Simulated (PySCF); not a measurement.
Ionisation energy of Te³⁶⁺ by level of theory

Te³⁶⁺ [Ne] 3s2 3p4 (3P) → Te³⁷⁺ [Ne] 3s2 3p3 (4S), as a difference of total energies. Calculation: PySCF 2.14, in an even-tempered Gaussian basis (16 s from 5.6 bohr⁻², ratio 2.5; 10 p from 7.3 bohr⁻², ratio 2.5; 5 d from 33 bohr⁻², ratio 2.7; 4 f from 50 bohr⁻², ratio 2.7); the non-relativistic Hamiltonian (point nucleus). Correlated levels: outer shells: 1s2 frozen; virtual orbitals above 40 to 60 times the deepest correlated orbital energy dropped. The calculations carry no spin-orbit coupling.

```tsv
method	ionisation energy (eV)
UHF	2445.2
LDA	2448.0
PBE	2448.6
PBE0	2448.3
r2SCAN	2447.8
B2PLYP	2447.6
B3LYP	2448.7
MP2 (outer shells)	2446.1
SCS-MP2 (outer shells)	2446.1
```

Spin-orbit coupling is strong in these open shells (close to jj coupling). The scalar numbers leave it out and a first-order estimate fails, so it can dominate the gap to the real levels.

The gap to the reference is mostly relativistic.

For comparison: 2472 ± 5 eV (theoretical estimate listed by NIST; NIST Atomic Spectra Database, ionization energies).
